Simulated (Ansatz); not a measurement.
Species: SbI2, charge 0, doublet. SbI2 (SMILES [I][Sb][I], doublet).
B3LYP-D3(BJ)/def2-TZVP minimum from Ansatz (a first-principles code):
```
Sb
I 1 2.7314
I 1 2.7314 2 101.05
```
Charge 0, spin multiplicity 2.

Wanted: atomisation energy (electronic, to ground-state atoms), in kJ/mol. Open shells are spin-unrestricted; no spin-orbit coupling. Cores are frozen in correlated methods (noble-gas shells, and filled d and f shells in the p block). Past Kr the def2 sets carry scalar-relativistic core potentials. CBS(X,Y): correlation extrapolated as X^-3, Hartree-Fock from the larger set. A bracket is a step between two methods taken in the basis named. Spin-orbit terms, left out, reach several kcal/mol for Br and I, and more for heavier atoms.

CCSD(T)/CBS(def2-TZVPP,def2-QZVPP) + [CCSDT(Q) - CCSD(T)]/def2-SVP (Ansatz) gives 455.5 kJ/mol.

How far off this value is PBE/def2-TZVPD (Ansatz), in which direction, and how far these levels: r2SCAN/def2-TZVPD, PBE0/def2-TZVPD, wB97M-V/def2-TZVPD, B2PLYP/def2-TZVPD, CCSD(T)/CBS(def2-TZVPP,def2-QZVPP)?

PBE gives 496.6 kJ/mol, 41.1 kJ/mol above it. Differences of the others: r2SCAN/def2-TZVPD (Ansatz) 15.2; PBE0/def2-TZVPD (Ansatz) 7.8; wB97M-V/def2-TZVPD (Ansatz) -18.8; B2PLYP/def2-TZVPD (Ansatz) -17.3; CCSD(T)/CBS(def2-TZVPP,def2-QZVPP) (Ansatz) -3.0 kJ/mol.
